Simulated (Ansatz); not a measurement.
Basis-set series for `[F][GeH]1[BH][NH]1`. Total charge 0; spin multiplicity 1. Geometry: relaxed with PBE0-D4/def2-TZVP.

```
functional       basis  functions  energy (Eh)  HOMO (eV)  LUMO (eV)
   PBE0-D4    def2-SVP         89  -2257.42373      -7.29      -0.51
   PBE0-D4  def2-QZVPP        350  -2257.96038      -7.40      -0.76
   ωB97M-V    def2-SVP         89  -2257.70058      -9.35       1.47
   ωB97M-V  def2-QZVPP        350  -2258.24017      -9.48       1.02
```

**Question.** Give the rows for def2-TZVPP. (An estimate is asked.)

**Answer.** Ansatz gave: 
```json
{"functional": "PBE0-D4", "basis": "def2-TZVPP", "functions": "183", "energy (Eh)": "-2257.90456", "HOMO (eV)": "-7.36", "LUMO (eV)": "-0.66"}
{"functional": "ωB97M-V", "basis": "def2-TZVPP", "functions": "183", "energy (Eh)": "-2258.18642", "HOMO (eV)": "-9.45", "LUMO (eV)": "1.24"}
```

Positive LUMOs are unbound and depend on the basis. Scalar relativity is left out up to krypton.
